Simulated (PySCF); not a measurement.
Molecule: SMILES C[N+]#C[BH3-], C₂H₆BN.

Structure with atom numbers: `[BH3-:1][C:2]#[N+:3][CH3:4]` (H(Xn): hydrogen on atom n).

Geometry PBE0-D3(BJ)/def2-SVP throughout; GIAO in PySCF 2.14, gas phase, one conformer, non-relativistic; equivalent atoms averaged; functional PBE0.

(1) How do the absolute shieldings σ depend on the basis set? (ppm; last column core-seconds on shared hosts with different chips, so compare them loosely)

(2) Which nucleus moves most, in ppm?

(3) Taking the largest basis, pcSseg-2 (228 functions), as the yardstick, rank the others by their worst heavy-atom deviation.

Answers

(1) 
```csv
basis set,functions,B1,C2,C4,N3,H(C4),H(B1),core-s
STO-3G,26,166.0,111.5,200.5,208.3,29.45,32.05,2.6
6-31G,48,163.6,57.0,173.2,126.8,29.09,31.06,5
pcSseg-0,48,159.3,33.9,165.1,105.6,29.17,30.97,3.2
6-31G*,68,160.7,52.5,168.3,129.2,28.78,30.66,6.4
def2-SVP,86,161.7,47.0,169.7,125.5,28.25,30.29,7.1
cc-pVDZ,86,162.0,49.5,171.0,125.1,28.07,30.20,4.8
pcSseg-1,98,156.0,26.7,158.0,106.9,27.96,30.08,5.6
"6-311+G(2d,p)",144,157.7,31.3,161.1,109.7,28.31,30.31,14
aug-cc-pVDZ,146,160.2,43.6,169.9,125.3,28.03,30.23,9.6
def2-TZVP,160,158.0,30.2,160.9,109.4,28.29,30.28,17
IGLO-III,200,155.1,24.9,157.5,104.9,28.14,30.21,14
cc-pVTZ,204,158.6,32.6,161.6,111.7,28.08,30.19,14
pcSseg-2,228,155.2,23.3,157.3,104.2,28.05,30.14,12
```

(2) N3 (nitrogen bonded to 2 C): from 104.2 ppm with pcSseg-2 to 208.3 ppm with STO-3G. The smallest spread is 1.49 ppm, at H(C4). Proton shifts span only some 12 ppm, so a few tenths of a ppm matter as much there as several ppm in carbon.

(3) IGLO-III 1.6 ppm (200 functions), pcSseg-1 3.4 ppm (98 functions), def2-TZVP 6.9 ppm (160 functions), 6-311+G(2d,p) 8.0 ppm (144 functions), cc-pVTZ 9.3 ppm (204 functions), pcSseg-0 10.6 ppm (48 functions), aug-cc-pVDZ 21.2 ppm (146 functions), def2-SVP 23.7 ppm (86 functions), cc-pVDZ 26.2 ppm (86 functions), 6-31G* 29.2 ppm (68 functions), 6-31G 33.7 ppm (48 functions), STO-3G 104.2 ppm (26 functions).

A small basis that lands close on one nucleus may do so by chance; judge by the trend and by all nuclei.
